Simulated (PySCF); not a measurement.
**Computed structure and properties of SmCl3(NH3)**

System: SmCl3(NH3) (singlet in the valence; each metal's 4f electrons, 5 of them, lie in its core potential, out of spins and levels); start: template (C3v). Method: PySCF 2.14.0, RKS PBE0, Sm lcecp-1-SVP with ECP51, Cl def2-SVP, N def2-SVP, H def2-SVP; non-relativistic Hamiltonian with scalar-relativistic core potentials where named; density fitting; no spin-orbit coupling.

Input of the relaxation:

```python
mol = gto.M(atom='''
Sm    -0.10158     0.10158    -0.10158
Cl     1.43272     1.63588     1.43272
Cl    -1.63588    -1.43272     1.43272
Cl     1.43272    -1.43272    -1.63588
N     -1.57818     1.57818    -1.57818
H     -2.19128     2.19128    -1.04108
H     -1.04108     2.19128    -2.19128
H     -2.19128     1.04108    -2.19128''',
    basis={'Sm': 'lcecp-1-SVP', 'Cl': 'def2-SVP', 'N': 'def2-SVP', 'H': 'def2-SVP'},
    ecp={'Sm': 'lcecp-1-SVP'},
    charge=0, spin=0)
mf = dft.RKS(mol, xc='PBE0')
mf.grids.atom_grid = (50, 194)  # f atoms: unpruned, at least (60, 302)
mf = mf.density_fit()  # fitting sets: Sm AutoAux, Cl def2-universal-JKFIT, N def2-universal-JKFIT, H def2-universal-JKFIT
mf.conv_tol = 1e-08; mf.max_cycle = 55
mf.kernel(dm0)  # dm0: converged density of the start geometry
# quasi-Newton relaxation in Cartesian coordinates to a largest gradient under 0.00045 Eh/bohr, steps kept in the point group
```

Run from Python with OMP_NUM_THREADS=2; the lines above give its settings. Where DIIS fails, smearing, a level shift and second-order steps follow.
It took 4 min on 2 threads of Intel(R) Xeon(R) Processor @ 2.50GHz (Skylake/Cascade Lake) (shared host), from the converged density of the start.

Course of the relaxation:

```tsv
step	energy above end (eV)	largest force component within the symmetry (eV/Å)
0	0.4480	1.134
1	0.2040	0.664
2	0.0989	0.206
3	0.0775	0.158
4	0.0246	0.113
5	0.0144	0.107
6	0.0052	0.109
7	0.0024	0.098
8	0.0008	0.057
9	0.0002	0.021
10	0.0000	0.004
```

Relaxed geometry (C3v):

```xyz
8

Sm    0.0381   -0.0381    0.0381
Cl    1.1804    1.9268    1.1804
Cl   -1.9268   -1.1804    1.1804
Cl    1.1804   -1.1804   -1.9268
N    -1.4185    1.4185   -1.4185
H    -2.0287    2.0287   -0.8699
H    -0.8699    2.0287   -2.0287
H    -2.0287    0.8699   -2.0287
```

```tsv
contact	Å
Sm1–Cl2 (Cl)	2.544
Sm1–Cl3 (Cl)	2.544
Sm1–Cl4 (Cl)	2.544
Sm1–N5 (NH3)	2.523
```

On the finer grid (75, 302):

```json
{
  "HOMO": "-8.39 eV",
  "LUMO": "-1.15 eV",
  "Dipole about the centre of mass": "5.16 D",
  "Set of Mulliken populations of Sm1 outside the core potential": "s 2.26, p 6.40, d 1.44, f 0.06",
  "D3(BJ) dispersion energy (not in the energies)": "-0.211 eV"
}
```

```tsv
atom	Mulliken (e)	Löwdin (e)	spin (e)
Sm1	0.85	-0.10	0.00
Cl2	-0.36	-0.08	0.00
Cl3	-0.36	-0.08	0.00
Cl4	-0.36	-0.08	0.00
N5	-0.31	-0.02	0.00
H6	0.18	0.12	0.00
H7	0.18	0.12	0.00
H8	0.18	0.12	0.00
```

The 4f levels lie in the core potential and are missing. Their spin isn't counted.

On the grid (50, 194), as all that follows. Harmonic modes: a minimum within the noise of the softest modes; lowest 56 cm⁻¹ (negative: unstable), highest 3607 cm⁻¹, zero-point energy 1.115 eV.

Taking off one Cl (charge -1, singlet; the rest: singlet) in vacuum, both parts rigid, costs 8.78 eV; the small basis without counterpoise inflates it. Most of it is the attraction of opposite charges; other ways to part are cheaper, and one spin state was tried for the rest.

Rigid scan of Cl along the line from its metal:

(distance to Cl2 (Å), energy (eV)): (2.24, 0.738), (2.34, 0.288), (2.44, 0.064), (2.54, 0.000), (2.64, 0.049), (2.74, 0.175), (2.94, 0.565), (3.24, 1.284), (3.64, 2.223), (4.14, 3.195)

Taking off one NH3 (charge 0, singlet; the rest: singlet) in vacuum, both parts rigid, costs 1.71 eV; the small basis without counterpoise inflates it.

Rigid scan of NH3 along the line from its metal:

```tsv
distance to N5 (Å)	energy (eV)
2.22	0.382
2.32	0.147
2.42	0.032
2.52	0.000
2.62	0.024
2.72	0.083
2.92	0.258
3.22	0.552
3.62	0.888
4.12	1.179
```

One start shape was tried, so this needn't be the lowest isomer.

An lcecp potential fixes the number of 4f electrons, so in runs with it no electron can move into or out of that shell.
